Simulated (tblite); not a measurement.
Species: C₂H₁₁AsO₂Si₃.
Numbering: `[CH2:1]=[CH:2][Si@@H:3]([AsH2:4])[O:5][Si@@H:6]([OH:7])[SiH3:8]` (hydrogens: H9, H10 on C1; H11 on C2; H12 on Si3; H13, H14 on As4; H15 on Si6; H16 on O7; H17, H18, H19 on Si8)

Computed with GFN2-xTB (tblite), gas phase: L-BFGS steps from a force-field or distance-geometry start until the largest atomic force falls under 0.01 eV/Å.

At the end of the run (lengths in Å): Si6–O7 1.625, O5–Si6 1.631, Si3–O5 1.629, As4–H13 1.498, As4–H14 1.501, Si6–Si8 2.292, Si3–As4 2.330, Si3–O5–Si6 147.3°, O5–Si6–Si8 111.8°, O7–Si6–Si8 105.0°, As4–Si3–O5 113.0°, C1–C2–Si3–As4 22°, C2–Si3–O5–Si6 -51°, Si3–O5–Si6–O7 -152°, H15–Si6–O5–Si3 93°, H12–Si3–O5–Si6 -166°.

Problem. These geometries were met on the way; a selection of coordinates is given. Order them by energy above the end point, lowest first.
A. Si6–O7 1.602, O5–Si6 1.636, Si3–O5 1.626, As4–H13 1.510, As4–H14 1.506, Si6–Si8 2.267, Si3–As4 2.292, Si3–O5–Si6 114.5°, O5–Si6–Si8 111.3°, O7–Si6–Si8 109.4°, As4–Si3–O5 113.7°, C1–C2–Si3–As4 -62°, C2–Si3–O5–Si6 76°, Si3–O5–Si6–O7 73°, H15–Si6–O5–Si3 -48°, H12–Si3–O5–Si6 -40°
B. Si6–O7 1.630, O5–Si6 1.642, Si3–O5 1.635, As4–H13 1.499, As4–H14 1.503, Si6–Si8 2.302, Si3–As4 2.330, Si3–O5–Si6 142.7°, O5–Si6–Si8 111.8°, O7–Si6–Si8 111.1°, As4–Si3–O5 114.1°, C1–C2–Si3–As4 -46°, C2–Si3–O5–Si6 65°, Si3–O5–Si6–O7 84°, H15–Si6–O5–Si3 -27°, H12–Si3–O5–Si6 -50°
C. Si6–O7 1.628, O5–Si6 1.645, Si3–O5 1.639, As4–H13 1.500, As4–H14 1.497, Si6–Si8 2.301, Si3–As4 2.323, Si3–O5–Si6 122.6°, O5–Si6–Si8 113.3°, O7–Si6–Si8 110.8°, As4–Si3–O5 114.5°, C1–C2–Si3–As4 -59°, C2–Si3–O5–Si6 75°, Si3–O5–Si6–O7 70°, H15–Si6–O5–Si3 -38°, H12–Si3–O5–Si6 -40°
D. Si6–O7 1.631, O5–Si6 1.636, Si3–O5 1.627, As4–H13 1.505, As4–H14 1.500, Si6–Si8 2.300, Si3–As4 2.328, Si3–O5–Si6 152.0°, O5–Si6–Si8 102.1°, O7–Si6–Si8 114.4°, As4–Si3–O5 108.8°, C1–C2–Si3–As4 -25°, C2–Si3–O5–Si6 52°, Si3–O5–Si6–O7 99°, H15–Si6–O5–Si3 -10°, H12–Si3–O5–Si6 -62°
E. Si6–O7 1.717, O5–Si6 1.717, Si3–O5 1.712, As4–H13 1.571, As4–H14 1.560, Si6–Si8 2.236, Si3–As4 2.320, Si3–O5–Si6 106.8°, O5–Si6–Si8 109.3°, O7–Si6–Si8 108.8°, As4–Si3–O5 108.9°, C1–C2–Si3–As4 -63°, C2–Si3–O5–Si6 78°, Si3–O5–Si6–O7 74°, H15–Si6–O5–Si3 -48°, H12–Si3–O5–Si6 -45°

Solution. D (0.158 eV), B (0.257 eV), C (0.420 eV), A (0.683 eV), E (1.117 eV).

```csv
step,E above end (eV),"rms distance from the end, all atoms (Å)",largest force (eV/Å),rms shift of all bonds from the end (Å)
55,0.158,0.567,0.111,0.004
34,0.257,0.916,0.183,0.005
10,0.420,1.150,0.290,0.007
2,0.683,1.166,1.566,0.014
0,1.117,1.176,2.759,0.045
```

Rows stand in the order of the answer.
